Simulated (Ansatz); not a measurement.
A series at Si: from `[SiH3][SeH]`, ligands are replaced one by one, each step taking up H–F and setting free H₂; n counts the steps. Ansatz, PBE0-D4/def2-TZVP geometries. Each molecule was computed in one conformer, which needn't be the lowest.

CBS adds triple-zeta CCSD(T) − MP2 to the MP2 limit, frozen cores; atoms without spin–orbit coupling. Outer-core shells of Se are correlated without core-valence functions. Scalar relativity is left out up to krypton. Spin–orbit coupling is left out.

```json
{"n": "0", "molecule": "`[SiH3][SeH]`", "atomization energy, CCSD(T)/CBS (kJ/mol)": "?"}
{"n": "1", "molecule": "`F[SiH2][SeH]`", "atomization energy, CCSD(T)/CBS (kJ/mol)": "1887.9"}
{"n": "2", "molecule": "`F[SiH](F)[SeH]`", "atomization energy, CCSD(T)/CBS (kJ/mol)": "2148.8"}
{"n": "3", "molecule": "`F[Si](F)(F)[SeH]`", "atomization energy, CCSD(T)/CBS (kJ/mol)": "2413.4"}
```

By hand: fit a straight line y = ȳ + b (n − n̄) to the 3 given rows and predict n = 0.

n̄ = 2.000, ȳ = 2150.03; Σ(n − n̄)(y − ȳ) = 525.50, Σ(n − n̄)² = 2.000, so b = 262.75 kJ/mol a step. Prediction: 2150.03 + (262.75) × (-2.000) = 1624.5 kJ/mol.

By hand: compare with the computed value, 1637.8 kJ/mol, and give the steps along the whole series.

The line misses by 13.3 kJ/mol (computed minus predicted). Steps: 250.1, 260.9, 264.6 kJ/mol.

The steps differ by up to 14.5 kJ/mol, small against a whole step but well beyond the method's doubt, so the ligands' effects don't simply add. The miss is 1.7 % of the series' range. The energies themselves are unsure by some kJ/mol a bond, though much of that is common to the series.
